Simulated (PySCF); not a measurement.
SbF4, SMILES [F][Sb]([F])([F])[F], multiplicity 2.

The structure is a stationary point at PBE0-D3(BJ)/def2-SVP. The multiplicity is an assumed one; other spin states were not compared. The isomer is the one that the SMILES or the coordinates give; other isomers of the formula were not compared. The def2 effective core potentials stand for the cores of Sb; spin–orbit coupling is left out.

Two levels are set side by side: PBE/def2-TZVP (PySCF) and PBE0/def2-TZVP (PySCF). Same geometry, gas phase. Differences are taken from unrounded values.

```tsv
quantity	PBE
α-spin orbital gap (eV)	5.04
β-spin orbital gap (eV)	3.03
dipole moment (D)	2.08
mean polarisability (bohr³)	39.5
```

Question: These are the PBE values. What does PBE0 give? (Estimate from the structure and the level; the computed values follow.)

Answer: 
| quantity | PBE0 | PBE minus PBE0 |
|---|---|---|
| α-spin orbital gap (eV) | 7.21 | -2.16 |
| β-spin orbital gap (eV) | 6.05 | -3.02 |
| dipole moment (D) | 2.27 | -0.18 |
| mean polarisability (bohr³) | 37.8 | 1.6 |

Loosely held outer electrons make PBE densities more polarisable. Differences between two approximate levels are no errors against the true value.

Rough cost on one machine, each run with all the roots and properties that it gave: PBE0 against PBE within a factor of 2.
